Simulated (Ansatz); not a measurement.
Stepwise reaction of `N[SiH](O)[Si](N)(Cl)Cl` with hydrogen, as a gas-phase model of exchange steps in deposition or etching. ΔE in kJ/mol.

Isolated molecules relaxed with PBE0-D4/def2-TZVP in Ansatz; ΔE leaves out vibrations. CBS: MP2 limit from def2 TZ/QZ plus the TZ coupled-cluster correction, frozen cores. This one scheme is used for every species. DFT in def2-TZVPP. B3LYP here is the variant with VWN-RPA as its local correlation; programs differ in this. Each species was taken in one conformer, which may not be the lowest.

| step | reaction | PBE-D4 | B3LYP-D4 | ωB97M-V | CCSD(T)/CBS |
| --- | --- | --- | --- | --- | --- |
| 1 | `N[SiH](O)[Si](N)(Cl)Cl` + H₂ → `N[Si@H](Cl)[Si@@H](N)O` + HCl | 85.6 | 85.4 | 85.7 | 84.0 |

Give the row of step 2, `N[Si@H](Cl)[Si@@H](N)O` + H₂ → `N[SiH2][SiH](N)O` + HCl. (Best estimate.)

Computed: 
```json
{"step": "2", "reaction": "`N[Si@H](Cl)[Si@@H](N)O` + H₂ → `N[SiH2][SiH](N)O` + HCl", "PBE-D4": "107.2", "B3LYP-D4": "107.0", "ωB97M-V": "107.1", "CCSD(T)/CBS": "104.8"}
```

By hand: ΔE of the 2 steps together at CCSD(T)/CBS.

(84.0) + (104.8) = 188.8 kJ/mol, or 94.4 kJ/mol a step.

In ΔE each step is higher than the one before. All are uphill at CCSD(T)/CBS. PBE-D4 differs from CCSD(T)/CBS by 1.6 to 2.4 kJ/mol a step. Isolated molecules leave out the surface, adducts and barriers. Largest T1 diagnostic: 0.012.
